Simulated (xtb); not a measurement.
Input for xtb: GFN2-xTB on TaSn, 2S+1 = 6, a spin state set in the input, which need not be the lowest, a point of a bond scan (R = 2.506 Å).

```
$ xtb mol.xyz --gfn 2 --sp --chrg 0 --uhf 5
2

Ta     0.00000000     0.00000000     0.00000000
Sn     0.00000000     0.00000000     2.50619600
```

It printed:

```
[...]
           -------------------------------------------------
          |                Calculation Setup                |
           -------------------------------------------------



           -------------------------------------------------
          |                 G F N 2 - x T B                 |
           -------------------------------------------------

        Reference                      10.1021/acs.jctc.8b01176
      * Hamiltonian:
        H0-scaling (s, p, d)           1.850000    2.230000    2.230000
        zeta-weighting                 0.500000
      * Dispersion:
        s8                             2.700000
        a1                             0.520000
        a2                             5.000000
        s9                             5.000000
      * Repulsion:
        kExp                           1.500000    1.000000
        rExp                           1.000000
      * Coulomb:
        alpha                          2.000000
        third order                    shell-resolved
        anisotropic                    true
        a3                             3.000000
        a5                             4.000000
        cn-shift                       1.200000
        cn-exp                         4.000000
        max-rad                        5.000000


          ...................................................
          :                      SETUP                      :
          :.................................................:
          :  # basis functions                  20          :
          :  # atomic orbitals                  18          :
          :  # shells                            6          :
          :  # electrons                         9          :
          :  max. iterations                   250          :
          :  Hamiltonian                  GFN2-xTB          :
          :  restarted?                      false          :
          :  GBSA solvation                  false          :
          :  PC potential                    false          :
          :  electronic temp.          300.0000000     K    :
          :  accuracy                    1.0000000          :
          :  -> integral cutoff          0.2500000E+02      :
          :  -> integral neglect         0.1000000E-07      :
          :  -> SCF convergence          0.1000000E-05 Eh   :
          :  -> wf. convergence          0.1000000E-03 e    :
          :  Broyden damping             0.4000000          :
          :  net charge                          0          :
          :  unpaired electrons                  5          :
          ...................................................

 iter      E             dE          RMSdq      gap      omega  full diag
   1     -3.0031166 -0.300312E+01  0.342E+01    3.32       0.0  T
   2      4.9930947  0.799621E+01  0.155E+02    0.30       1.0  T
   3      1.9773593 -0.301574E+01  0.120E+02    0.53       1.0  T
   4     -3.1661030 -0.514346E+01  0.221E+01    2.97       1.0  T
   5     -3.6771800 -0.511077E+00  0.196E+01    1.39       1.0  T
   6     -3.3145228  0.362657E+00  0.247E+01    2.56       1.0  T
   7     -3.2289552  0.855676E-01  0.292E+01    3.05       1.0  T
   8     -2.7695987  0.459356E+00  0.527E+01    5.49       1.0  T
   9     -0.3127260  0.245687E+01  0.104E+02    5.30       1.0  T
  10     -2.4065544 -0.209383E+01  0.636E+01    5.72       1.0  T
  11     -2.6016351 -0.195081E+00  0.570E+01    5.56       1.0  T
  12     -2.5568163  0.448188E-01  0.582E+01    5.60       1.0  T
  13     -3.2921590 -0.735343E+00  0.306E+01    3.07       1.0  T
  14     -1.2292900  0.206287E+01  0.747E+01    0.68       1.0  T
  15     -3.9409667 -0.271168E+01  0.724E+00    0.28       1.0  T
  16     -3.7789325  0.162034E+00  0.174E+01    0.06       1.0  T
  17     -3.9544213 -0.175489E+00  0.155E+01    0.27       1.0  T
  18     -3.9055739  0.488474E-01  0.169E+01    0.76       1.0  T
  19     -3.8644809  0.410930E-01  0.185E+01    0.95       1.0  T
  20     -3.7777367  0.867442E-01  0.229E+01    1.14       1.0  T
  21     -3.8003737 -0.226370E-01  0.238E+01    1.16       1.0  T
  22     -3.7927919  0.758181E-02  0.239E+01    1.18       1.0  T
  23     -3.8179472 -0.251554E-01  0.125E+01    1.12       1.0  T
  24     -3.9070119 -0.890647E-01  0.855E+00    0.88       1.0  T
  25     -3.9462021 -0.391902E-01  0.794E+00    0.76       1.0  T
  26     -3.9706517 -0.244496E-01  0.975E+00    0.62       1.0  T
  27     -3.9722554 -0.160373E-02  0.106E+01    0.59       1.0  T
  28     -3.9722650 -0.958470E-05  0.106E+01    0.59       1.0  T
  29     -3.9713850  0.880030E-03  0.810E+00    0.60       1.0  T
  30     -3.9703716  0.101337E-02  0.403E+00    0.59       1.0  T
  31     -3.9727630 -0.239136E-02  0.251E+00    0.54       1.0  T
  32     -3.9734480 -0.684991E-03  0.181E+00    0.52       1.0  T
  33     -3.9736317 -0.183708E-03  0.132E+00    0.51       1.0  T
  34     -3.9737598 -0.128151E-03  0.639E-01    0.50       1.0  T
  35     -3.9738265 -0.666584E-04  0.168E-01    0.50       1.0  T
  36     -3.9738359 -0.943101E-05  0.392E-02    0.50       1.8  T
  37     -3.9738361 -0.233968E-06  0.967E-03    0.49       7.3  T
  38     -3.9738362 -0.179180E-07  0.311E-03    0.50      22.7  T
  39     -3.9738362 -0.750248E-08  0.133E-03    0.50      53.1  T
  40     -3.9738362 -0.123987E-09  0.759E-05    0.50     931.9  T
  41     -3.9738362 -0.355715E-12  0.117E-05    0.50    6037.8  T

   *** convergence criteria satisfied after 41 iterations ***

         #    Occupation            Energy/Eh            Energy/eV
      -------------------------------------------------------------
         1        2.0000           -0.8373597             -22.7857
         2        2.0000           -0.4825385             -13.1305
         3        1.0000           -0.3413600              -9.2889
         4        1.0000           -0.3413600              -9.2889
         5        1.0000           -0.3187759              -8.6743
         6        0.9999           -0.3119142              -8.4876
         7        0.9999           -0.3119142              -8.4876 (HOMO)
         8        0.0001           -0.2937182              -7.9925 (LUMO)
         9        0.0001           -0.2937182              -7.9925
        10                         -0.2347049              -6.3866
        11                         -0.1447179              -3.9380
        12                         -0.1447179              -3.9380
       ...                                ...                  ...
        18                          1.3385734              36.4244
      -------------------------------------------------------------
                  HL-Gap            0.0181960 Eh            0.4951 eV
             Fermi-level           -0.3573826 Eh           -9.7249 eV

 SCC (total)                   0 d,  0 h,  0 min,  0.006 sec
 SCC setup                      ...        0 min,  0.000 sec (  1.926%)
 Dispersion                     ...        0 min,  0.000 sec (  0.527%)
 classical contributions        ...        0 min,  0.000 sec (  0.404%)
 integral evaluation            ...        0 min,  0.001 sec (  9.616%)
 iterations                     ...        0 min,  0.005 sec ( 75.169%)
 molecular gradient             ...        0 min,  0.001 sec ( 10.457%)
 printout                       ...        0 min,  0.000 sec (  1.661%)

         :::::::::::::::::::::::::::::::::::::::::::::::::::::
         ::                     SUMMARY                     ::
         :::::::::::::::::::::::::::::::::::::::::::::::::::::
         :: total energy              -3.957620381547 Eh    ::
         :: gradient norm              0.073959246422 Eh/a0 ::
         :: HOMO-LUMO gap              0.495137928496 eV    ::
         ::.................................................::
         :: SCC energy                -3.973836173503 Eh    ::
         :: -> isotropic ES            0.002555468668 Eh    ::
         :: -> anisotropic ES          0.001658701619 Eh    ::
         :: -> anisotropic XC         -0.001353242490 Eh    ::
         :: -> dispersion             -0.001244024681 Eh    ::
         :: repulsion energy           0.016215791957 Eh    ::
         :: add. restraining           0.000000000000 Eh    ::
         :: total charge               0.000000000001 e     ::
         :::::::::::::::::::::::::::::::::::::::::::::::::::::

           -------------------------------------------------
          |                Property Printout                |
           -------------------------------------------------

    * Orbital Energies and Occupations

         #    Occupation            Energy/Eh            Energy/eV
      -------------------------------------------------------------
         1        2.0000           -0.8373597             -22.7857
         2        2.0000           -0.4825385             -13.1305
         3        1.0000           -0.3413600              -9.2889
         4        1.0000           -0.3413600              -9.2889
         5        1.0000           -0.3187759              -8.6743
         6        0.9999           -0.3119142              -8.4876
         7        0.9999           -0.3119142              -8.4876 (HOMO)
         8        0.0001           -0.2937182              -7.9925 (LUMO)
         9        0.0001           -0.2937182              -7.9925
        10                         -0.2347049              -6.3866
        11                         -0.1447179              -3.9380
        12                         -0.1447179              -3.9380
        13                         -0.1377350              -3.7480
        14                         -0.1377350              -3.7480
        15                          0.0150964               0.4108
        16                          0.2843435               7.7374
        17                          0.2843435               7.7374
        18                          1.3385734              36.4244
      -------------------------------------------------------------
                  HL-Gap            0.0181960 Eh            0.4951 eV
             Fermi-level           -0.3573826 Eh           -9.7249 eV

     #   Z          covCN         q      C6AA      α(0)
     1  73 Ta       0.913    -0.204   832.674    72.782
     2  50 Sn       0.913     0.204   508.721    49.511

 Mol. C6AA /au·bohr⁶  :       2637.927013
 Mol. C8AA /au·bohr⁸  :     406034.201731
 Mol. α(0) /au        :        122.292970


Wiberg/Mayer (AO) data.
largest (>0.10) Wiberg bond orders for each atom

 ---------------------------------------------------------------------------
     #   Z sym  total        # sym  WBO       # sym  WBO       # sym  WBO
 ---------------------------------------------------------------------------
     1  73 Ta   2.201 --     2 Sn   2.201
     2  50 Sn   2.201 --     1 Ta   2.201
 ---------------------------------------------------------------------------

Topologies differ in total number of bonds
Writing topology from bond orders to xtbtopo.mol

molecular dipole:
                 x           y           z       tot (Debye)
 q only:        0.000       0.000       0.967
   full:        0.000      -0.000       0.739       1.879
molecular quadrupole (traceless):
                xx          xy          yy          xz          yz          zz
 q only:       -2.290       0.000      -2.290       0.000       0.000       4.580
  q+dip:       -5.154       0.000      -5.154      -0.000      -0.000      10.308
   full:       -4.350      -0.000      -4.350      -0.000      -0.000       8.700


           -------------------------------------------------
          | TOTAL ENERGY               -3.957620381547 Eh   |
          | GRADIENT NORM               0.073959246422 Eh/α |
          | HOMO-LUMO GAP               0.495137928496 eV   |
           -------------------------------------------------

------------------------------------------------------------------------
Note: The following floating-point exceptions are signalling: IEEE_UNDERFLOW_FLAG IEEE_DENORMAL
normal termination of xtb
------------------------------------------------------------------------
 total:
 SCF:
```

The run finished.

Cost: very roughly 0.05 core-seconds.
